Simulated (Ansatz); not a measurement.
C2H6BClS (`CCB(S)Cl`), relaxed with RKS PBE0-D4/def2-TZVP in the Gaussian-basis code of Ansatz from a PBE-D4/def2-SVP geometry. The force threshold is 0.005 eV/Å; the program also tests the step.

Total charge 0; spin multiplicity 1.

Start:

```xyz
11

C    -0.931    0.214   -1.175
C    -0.290   -0.422    0.067
B     1.106    0.164    0.512
S     1.677    0.293    2.219
Cl    2.285    0.696   -0.710
H    -0.233    0.201   -2.037
H    -1.854   -0.320   -1.477
H    -1.202    1.274   -0.991
H    -0.093   -1.505   -0.132
H    -0.999   -0.418    0.924
H     0.535   -0.176    2.799
```

(1) How much energy does the relaxation release, and in how many steps? (An estimate is asked.)

(2) Which bonds change most? (Best estimate.)

(3) Give the relaxed structure. (Best estimate.)

Answers

(1) Ansatz gave: 3.80 kJ/mol, in 7 steps, 1 of them rejected.

(2) Computed: S4–H11 from 1.364 to 1.344 Å; C1–H6 from 1.109 to 1.091 Å; C2–H9 from 1.118 to 1.101 Å; C1–H8 from 1.110 to 1.092 Å.

(3) Computed: 
```xyz
11

C    -0.921    0.210   -1.169
C    -0.285   -0.423    0.065
B     1.094    0.168    0.508
S     1.653    0.290    2.206
Cl    2.259    0.724   -0.694
H    -0.251    0.158   -2.029
H    -1.851   -0.296   -1.435
H    -1.152    1.263   -0.998
H    -0.094   -1.489   -0.132
H    -0.987   -0.410    0.905
H     0.535   -0.193    2.773
```
